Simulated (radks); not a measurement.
Q: Radial electron density D(r) = 4 pi r^2 rho(r) of an atom or ion with 48 electrons. Calculated with a radial shooting solver on a logarithmic mesh with Libxc functionals: non-relativistic Kohn-Sham, LB94 model potential, spin-polarised, spherical densities, point nucleus.

```
   r/bohr * D(r) (the largest magnitude, 77.2, reaches the edge; | marks zero)
 0.004926 |          *
 0.006518 |                *
 0.008693 |                       *
   0.0115 |                               *
  0.01534 |                                      *
   0.0203 |                                          *
  0.02707 |                                          *
  0.03582 |                                      *
  0.04778 |                                      *
  0.06372 |                                             *
  0.08431 |                                                      *
   0.1125 |                                                     *
   0.1488 |                                           *
   0.1984 |                                       *
   0.2626 |                                             *
   0.3502 |                                      *
   0.4634 |                   *
    0.618 |             *
   0.8243 |               *
    1.091 |           *
    1.455 |     *
    1.925 | *
    2.567 |*
    3.397 *
     4.53 *
    5.994 *
    7.995 *
```

What is the nuclear charge?

A: Z = 49. The innermost maximum, from 1s, lies near 1/Z = 0.0204 bohr (found: 0.0225), and its height grows with Z. The density is that of the indium ion In+ in [Kr] 4d10 5s2; the configuration itself is not fixed sharply by these data, and Z only to a few units. D(r) has 4 maxima, at r = 0.0225, 0.0958, 0.275, 0.818 bohr, and minima at 0.0431, 0.183, 0.603 bohr, inside which lie 2.03, 11.36, 29.13 electrons.
